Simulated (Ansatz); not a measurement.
Compare A (`F[CH]1C=[CH][GeH2]1`) with its isomer B (`FC#C[CH2][GeH3]`).

Isolated molecules relaxed with PBE0-D4/def2-TZVP in Ansatz; ΔE leaves out vibrations. CBS: MP2 limit from def2 TZ/QZ plus the TZ coupled-cluster correction, frozen cores. DFT in def2-TZVPP. B3LYP here is the variant with VWN-RPA as its local correlation; programs differ in this. For Ge outer-core shells are correlated without core-valence functions, which leaves a few kJ/mol of doubt a bond. Scalar relativity is left out up to krypton.

Question: Which is lower in electronic energy at CCSD(T)/CBS, and by how much? (An estimate is asked.)

Answer: Ansatz gave: A, by 114.5 kJ/mol.

Question: Give E(B) − E(A) in kJ/mol with B3LYP-D4, PBE-D4, CCSD/def2-TZVPP, ωB97M-V, r2SCAN-D4, B3LYP, CCSD(T)/def2-TZVPP. (Best estimate.)

Answer: Computed: B3LYP-D4 101.8, PBE-D4 112.3, CCSD/def2-TZVPP 107.7, ωB97M-V 111.6, r2SCAN-D4 113.0, B3LYP 98.0, CCSD(T)/def2-TZVPP 110.7. None reverses the order clearly.

Largest T1 diagnostic: 0.012.

The D4 term adds +3.8 kJ/mol with B3LYP and +1.7 kJ/mol with PBE0; it sums over pairs of atoms, weighted by their polarisabilities, and B3LYP, whose exchange is more repulsive, gets the larger term. From PBE to PBE0 (25 % exact exchange), in def2-TZVPP and without D4, E(B) − E(A) moves by +4.9 kJ/mol.
